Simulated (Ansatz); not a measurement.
ClH6N3Zr (`[NH2][Zr]([NH2])([NH2])[Cl]`) at its PBE0-D4/def2-TZVP geometry, where that method's forces vanish. The species carries charge 0 and has multiplicity 1. Zr takes the def2 core potential.

```
atom   x (Å)   y (Å)   z (Å)
  N1   0.198  -1.365   1.304
 Zr2  -0.118  -0.291  -0.385
  N3  -1.584   1.045   0.030
  N4   1.571   0.775  -0.732
 Cl5  -0.685  -1.691  -2.239
  H6   1.007  -1.312   1.907
  H7  -0.396  -2.121   1.620
  H8  -2.075   1.590  -0.668
  H9  -2.013   1.204   0.930
 H10   2.415   0.392  -1.138
 H11   1.681   1.774  -0.630
```

(1) For each bond, give half the difference of the two atoms' forces along it (eV/Å; positive pushes the atoms apart) under PBE-D4, r2SCAN-D4, B3LYP-D4, ωB97M-V in def2-TZVPP. (Best estimate.)

Answers

(1) The calculation gave: 
```tsv
bond	length (Å)	PBE-D4	r2SCAN-D4	B3LYP-D4	ωB97M-V
N1–Zr2	2.026	-0.04	0.05	0.11	0.02
N1–H6	1.010	0.21	-0.01	-0.05	-0.02
N1–H7	1.012	0.23	0.01	-0.05	-0.03
Zr2–N3	2.026	-0.04	0.05	0.11	0.02
Zr2–N4	2.026	-0.04	0.05	0.11	0.02
Zr2–Cl5	2.392	-0.03	0.01	0.09	0.09
N3–H8	1.012	0.23	0.01	-0.05	-0.03
N3–H9	1.010	0.21	-0.01	-0.05	-0.02
N4–H10	1.012	0.23	0.01	-0.05	-0.03
N4–H11	1.010	0.21	-0.01	-0.05	-0.02
```

B3LYP here is the variant with VWN-RPA as its local correlation; programs differ in this.

Program: Ansatz 0.2.0.
